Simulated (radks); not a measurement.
All-electron atom: Ag2+ in [Ar] 3d10 4s2 4p4 4d9 4f2 (not the ground configuration). All-electron calculation, Dirac Kohn-Sham, PBE, spin-unpolarised, spherical densities, finite nucleus; open shells fill j = l - 1/2 first; Fermi nuclear charge, rms radius 4.5454 fm. Program: a radial shooting solver on a logarithmic mesh with Libxc functionals. Some entries of the table are withheld. Estimate them.

orbital,occ.,eigenvalue (eV),r(max) (bohr)
1s1/2,2,-25365.17,0.02015
2s1/2,2,-3774.746,0.1141
2p1/2,2,-3511.594,(1)
2p3/2,4,-3336.191,(2)
3s1/2,2,-730.8095,0.3327
3p1/2,2,-626.0438,0.3191
3p3/2,4,-595.0593,0.3290
3d3/2,4,-409.5224,0.2721
3d5/2,6,-403.2793,0.2749
4s1/2,2,-138.7788,0.8174
4p1/2,2,-105.1397,(3)
4p3/2,2,-99.7269,(4)
4d3/2,4,-47.2846,0.9827
4d5/2,5,-46.5407,0.9915
4f5/2,2,-7.4487,(5)
4f7/2,0,-7.4456,(6)

Answer. 
(1) 2p1/2 r(max) (bohr): 0.08818
(2) 2p3/2 r(max) (bohr): 0.09243
(3) 4p1/2 r(max) (bohr): 0.8513
(4) 4p3/2 r(max) (bohr): 0.8748
(5) 4f5/2 r(max) (bohr): 3.807
(6) 4f7/2 r(max) (bohr): 3.810
